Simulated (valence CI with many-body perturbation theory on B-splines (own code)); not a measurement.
**Which ion has this spectrum?**

A relativistic CI+MBPT calculation for an atom or ion with 7 electrons gives these levels (× 10³ cm⁻¹):

```
  J  Parity      E     g
3/2     odd   0.00  1.31
3/2     odd  11192  1.43
5/2     odd  11378  1.16
1/2     odd  11804  0.62
5/2    even  13986  1.44
1/2    even  14843  1.99
3/2    even  14853  1.17
3/2     odd  23021  1.29
3/2    even  25403  1.58
5/2    even  25736  1.28
1/2    even  26262  1.34
3/2    even  26328  1.01
3/2     odd  29411  1.30
1/2    even  37604  1.88
```

The energies are calculated, and their last digits are not significant.

(1) Which is it?
A. Os69+
B. Ir70+
C. W67+
D. Re68+

Results:

(1) C. W67+, ground level (2s^2 2p1/2^2 2p3/2) J=3/2.
